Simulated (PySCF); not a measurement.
A mixed set of molecules. Method used: TDDFT wB97X-D/def2-SVPD, vertical, gas phase, core orbitals frozen in the response (PySCF 2.14.0, density-fitted response routines). Geometries: GFN2-xTB; one conformer of each isolated species. Triplets are in the Tamm–Dancoff approximation. 'Strongest' means the level of largest summed f among the lowest 8 singlets; it needn't be the same kind of state in each.

Question: Rank by computed LUMO energy, highest first.
A. `C=N[Si@H]([SiH3])OC(=O)[SiH3]`
B. `COC(=O)/P=C(\C)[SiH3]`
C. `CCCC(F)F`
D. `C[C@@H]1O[C@@H](CCl)O[SiH2]1`
E. `C=CO[C@@H](CCl)O[SiH3]`
F. `ClC(Cl)C1=C[SiH2][C@H]1Cl`

Answer: C (2.36 eV), E (1.84 eV), D (1.69 eV), A (0.49 eV), F (0.29 eV), B (-0.35 eV).

| SMILES | LUMO (eV) | α (au) | T1 (eV) | HOMO (eV) | f (strongest) | S1 mainly |
| --- | --- | --- | --- | --- | --- | --- |
| CCCC(F)F | 2.36 | 52.0 | 9.32 | -11.31 | 0.09 | H→L (66%) |
| C=CO[C@@H](CCl)O[SiH3] | 1.84 | 94.0 | 4.64 | -9.02 | 0.19 | H→L (50%) |
| C[C@@H]1O[C@@H](CCl)O[SiH2]1 | 1.69 | 90.9 | 6.67 | -9.69 | 0.04 | H→L (68%) |
| C=N[Si@H]([SiH3])OC(=O)[SiH3] | 0.49 | 120.3 | 3.47 | -9.26 | 0.15 | H→L (94%) |
| ClC(Cl)C1=C[SiH2][C@H]1Cl | 0.29 | 111.6 | 4.23 | -9.86 | 0.11 | H→L (89%) |
| COC(=O)/P=C(\C)[SiH3] | -0.35 | 111.9 | 2.74 | -9.08 | 0.26 | H→L (52%) |

H and L stand for HOMO and LUMO.
